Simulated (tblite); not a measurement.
Write Cartesian coordinates for `CCO[SiH2][SiH]([SiH3])[SiH3]` as optimised with GFN2-xTB.

```xyz
21
C2H14OSi4 angstrom
C      3.116   -0.333    1.062
C      2.439   -0.292   -0.299
O      1.088    0.043   -0.215
Si     0.409    1.461    0.202
Si    -1.764    0.817   -0.212
Si    -2.066   -0.081   -2.343
Si    -2.667   -0.522    1.469
H      2.576   -1.008    1.723
H      3.123    0.659    1.507
H      4.140   -0.682    0.958
H      2.953    0.428   -0.948
H      2.488   -1.280   -0.772
H      1.006    2.545   -0.600
H      0.759    1.840    1.583
H     -2.538    2.086   -0.168
H     -3.478   -0.243   -2.708
H     -1.470    0.724   -3.416
H     -1.466   -1.414   -2.463
H     -4.095   -0.798    1.283
H     -2.013   -1.833    1.543
H     -2.550    0.054    2.814
```

Orientation and origin are arbitrary. Atoms count from 1 in this order. Si5 (SiH silicon) is distorted tetrahedral (angles from 104.3° to 113.3°). Si4 (oxygen-bound silicon) has angles from 96.0° to 119.3°. Si6 (SiH3 silicon) is distorted tetrahedral (angles from 105.6° to 113.8°). Of the pairs four or more bonds apart, Si4···H9 is among the closest relative to their van der Waals radii: 3.12 Å, 94 % of the sum of Bondi's values.

Bonds between heavy atoms (Å): C1–C2 1.521, C2–O3 1.395, O3–Si4 1.627, Si4–Si5 2.304, Si5–Si6 2.332, Si5–Si7 2.331.

Computed geometry: GFN2-xTB, gas phase.

Point group: C1 (no symmetry element, even within 0.4 Å). Its GFN2-xTB frequencies are all real (lowest 17 cm⁻¹). The numbers are those of one conformer (C1–C2–O3–Si4 69°, C2–O3–Si4–Si5 175°, O3–Si4–Si5–Si6 -52°). 3 starts were optimised and ended at 0.00, 0.24 and 3.53 kcal/mol (GFN2-xTB); the lowest of these is shown.
